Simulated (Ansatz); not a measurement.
C2HFSi, SMILES `C#C[Si]F` (lower singlet) (charge 0, multiplicity 1). This singlet lies 1.94 eV below the relaxed triplet at the level B3LYP/cc-pVTZ // PBE0-D3(BJ)/def2-TZVP (Ansatz, a first-principles code).

Level of theory: CAM-B3LYP/cc-pVTZ // PBE0-D3(BJ)/def2-TZVP run with Ansatz.

Ansatz 0.2 input:
```yaml
crystal:
  periodic: [false, false, false]
  atoms:
    - { symbol: C, position_ang: [-1.313447, -0.295587, 0.702098] }
    - { symbol: C, position_ang: [-0.129903, -0.166534, 0.475383] }
    - { symbol: Si, position_ang: [1.670532, -0.342639, 0.065247] }
    - { symbol: F, position_ang: [2.129629, 1.192315, 0.237042] }
    - { symbol: H, position_ang: [-2.356803, -0.38755, 0.905794] }
basis:
  gaussian: { orbitals: cc-pVTZ }
hamiltonian:
  xc: cam_b3lyp
```

Output:

```
Functional definition: CAM-B3LYP
818 factors; their error is unknown
189 factors; integrals over basis functions are off by at most 2.4e-5 eV
mean field evaluation 1: about -12678.6087 eV, gradient 5.1e1 eV
mean field evaluation 2: about -12677.7481 eV, gradient 5.9e1 eV
mean field evaluation 4: about -12683.7115 eV, gradient 2.8e0 eV
mean field evaluation 8: about -12683.7439 eV, gradient 1.4e-1 eV
mean field -12683.74390128 eV, -466.1189910215 hartree, gradient 4.2e-5 eV, S^2 0.000000; 0 other end points of the search recorded, 0 dependent functions left out
reference -12683.74400251 eV, -466.1189947417 hartree; 18, 18 occupied and 120, 120 virtual orbitals, 818 factors
Total energy: -12683.74400251 eV, -466.1189947417 hartree
```
